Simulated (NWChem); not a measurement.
GaHOBrCl; SMILES [Br][Ga]([OH])[Cl]

```xyz
5

Ga     0.3315    -0.4936     0.0000
Cl    -1.1415    -2.0644     0.0000
Br    -0.2763     1.6980     0.0000
O      2.0741    -0.8963     0.0000
H      2.2045    -1.8647     0.0000
```
Atoms are numbered in this order, from 1.

Computed with NWChem. Medium grid unless said otherwise, to which SCAN and Minnesota functionals are sensitive. All runs use the structure optimised with PBE-D3(BJ)/def2-SVP. Total energies of different functionals are on different scales.

```
level                                             energy (Ha)  highest occupied level (eV)  orbital gap (eV)  dipole (D)
------------------------------------------------  -----------  ---------------------------  ----------------  ----------
B3LYP/def2-SVP                                     -5034.5020                            ?                 ?        1.27
PBE/def2-SVP                                       -5033.4697                        -7.36              4.76        1.28
M06-2X/def2-SVP                                    -5034.4234                        -9.97              9.22        1.37
N12/def2-SVP                                       -5036.8497                        -7.18              4.70        1.18
LC-BLYP (range parameter 0.33 per bohr)/def2-SVP   -5033.4328                       -10.90             11.13        1.37
M06-L/def2-SVP                                     -5034.2636                        -7.72              5.41        1.20
B3PW91/def2-SVP                                    -5034.3741                        -8.52              6.58        1.30
MPW1K/def2-SVP                                     -5034.7025                        -9.75              8.66        1.31
Hartree-Fock/def2-SVP                              -5029.9951                       -11.77             13.57        1.38
CAM-B3LYP/def2-SVP                                 -5034.6445                        -9.99              9.34        1.32
```

Some entries are withheld; supply them.


- B3LYP/def2-SVP, highest occupied level (eV): -8.38
- B3LYP/def2-SVP, orbital gap (eV): 6.42
